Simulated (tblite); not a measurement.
Species: C4H6BCl3.
Atom-mapped SMILES: `[CH3:1]/[CH:2]=[C:3](/[CH2:4][Cl:5])[B:6]([Cl:7])[Cl:8]` (hydrogens: H9, H10, H11 on C1; H12 on C2; H13, H14 on C4)

Computed with GFN2-xTB (tblite), gas phase: L-BFGS steps from a force-field or distance-geometry start until the largest atomic force falls under 0.01 eV/Å.

Step 41: E = -722.4046 eV
```
atom  x, y, z in Å  |  force x, y, z in eV/Å
C1      2.0144   -0.5918   -0.0651    0.017   0.035   0.027
C2      0.5498   -0.8349   -0.0889    0.052  -0.011   0.005
C3     -0.4274    0.0838   -0.0491   -0.014  -0.083  -0.038
C4     -1.8476   -0.3919   -0.1859   -0.098  -0.017   0.070
Cl5    -2.7312   -0.1047    1.3565    0.034   0.012  -0.058
B6     -0.2680    1.6295    0.1517    0.008   0.080   0.002
Cl7     0.9221    2.3107    1.1956   -0.077   0.015  -0.069
Cl8    -1.3643    2.7131   -0.6359    0.107  -0.084   0.087
H9      2.2401    0.4626    0.0462    0.076  -0.023  -0.030
H10     2.4655   -0.9634   -0.9882   -0.063   0.017   0.075
H11     2.4668   -1.1431    0.7601   -0.030   0.012  -0.032
H12     0.2793   -1.8814   -0.1905   -0.036   0.041  -0.034
H13    -2.3810    0.1726   -0.9508   -0.020  -0.020   0.025
H14    -1.9190   -1.4616   -0.3781    0.045   0.026  -0.031
```

Step 42: E = -722.4060 eV
```
atom  x, y, z in Å  |  force x, y, z in eV/Å
C1      2.0133   -0.5884   -0.0668    0.022   0.029   0.024
C2      0.5495   -0.8347   -0.0912    0.036  -0.008   0.011
C3     -0.4289    0.0818   -0.0491   -0.008  -0.076  -0.021
C4     -1.8494   -0.3934   -0.1824   -0.093  -0.008   0.065
Cl5    -2.7313   -0.1009    1.3602    0.038   0.006  -0.060
B6     -0.2663    1.6271    0.1533    0.002   0.031  -0.013
Cl7     0.9085    2.3063    1.2089   -0.010   0.030  -0.013
Cl8    -1.3423    2.7111   -0.6503    0.032  -0.029   0.038
H9      2.2407    0.4656    0.0445    0.060  -0.020  -0.023
H10     2.4636   -0.9589   -0.9898   -0.046   0.008   0.047
H11     2.4664   -1.1409    0.7566   -0.023   0.009  -0.015
H12     0.2801   -1.8809   -0.1953   -0.030   0.027  -0.033
H13    -2.3843    0.1688   -0.9476   -0.019  -0.012   0.017
H14    -1.9202   -1.4631   -0.3733    0.038   0.014  -0.024
```

Step 43: E = -722.4070 eV
```
atom  x, y, z in Å  |  force x, y, z in eV/Å
C1      2.0131   -0.5869   -0.0651    0.017   0.018   0.019
C2      0.5499   -0.8339   -0.0913    0.008  -0.001   0.012
C3     -0.4299    0.0809   -0.0499   -0.006  -0.040   0.000
C4     -1.8509   -0.3940   -0.1822   -0.062   0.000   0.043
Cl5    -2.7325   -0.1016    1.3591    0.034   0.002  -0.046
B6     -0.2655    1.6264    0.1535   -0.002   0.004  -0.018
Cl7     0.9133    2.3068    1.2021    0.007   0.033   0.005
Cl8    -1.3432    2.7094   -0.6447    0.004  -0.004   0.018
H9      2.2440    0.4661    0.0450    0.048  -0.010  -0.015
H10     2.4623   -0.9587   -0.9868   -0.025  -0.004   0.014
H11     2.4645   -1.1405    0.7575   -0.011   0.002   0.007
H12     0.2796   -1.8793   -0.1965   -0.019   0.008  -0.034
H13    -2.3859    0.1679   -0.9473   -0.020  -0.006   0.011
H14    -1.9195   -1.4630   -0.3756    0.028  -0.003  -0.016
```

Q: Estimate the geometry and energy of step 44. (The exact step hangs on the optimiser's Hessian estimate; all steps are aligned on step 43, rigid shifts and turns removed.)

A: E = -722.4082 eV, largest force 0.039 eV/Å
```
atom  x, y, z in Å  |  force x, y, z in eV/Å
C1      2.0145   -0.5870   -0.0599    0.002  -0.002   0.008
C2      0.5515   -0.8313   -0.0891   -0.033   0.007   0.013
C3     -0.4303    0.0814   -0.0521   -0.008   0.020   0.029
C4     -1.8522   -0.3935   -0.1851   -0.009   0.002   0.000
Cl5    -2.7346   -0.1050    1.3534    0.025  -0.008  -0.018
B6     -0.2660    1.6268    0.1534   -0.015  -0.005  -0.026
Cl7     0.9319    2.3131    1.1760    0.007   0.032   0.009
Cl8    -1.3663    2.7055   -0.6188    0.001   0.012   0.012
H9      2.2552    0.4638    0.0466    0.023   0.001  -0.007
H10     2.4599   -0.9647   -0.9793    0.007  -0.016  -0.026
H11     2.4612   -1.1429    0.7626    0.006  -0.006   0.038
H12     0.2782   -1.8755   -0.1944   -0.001  -0.017  -0.035
H13    -2.3874    0.1696   -0.9490   -0.016   0.003   0.000
H14    -1.9163   -1.4609   -0.3865    0.011  -0.022   0.003
```

The energy changes by -0.0013 eV. The first-order estimate −F·Δx gives -0.0019 eV and the mean of the old and new forces, exact on a quadratic surface, -0.0013 eV. The step makes an angle of 75° with the force vector and moves no atom by more than 0.035 Å.

The cost below is that of the whole relaxation. The run took 0.82 s of wall time on an Arm Neoverse V1 with one thread, no GPU, shared host.
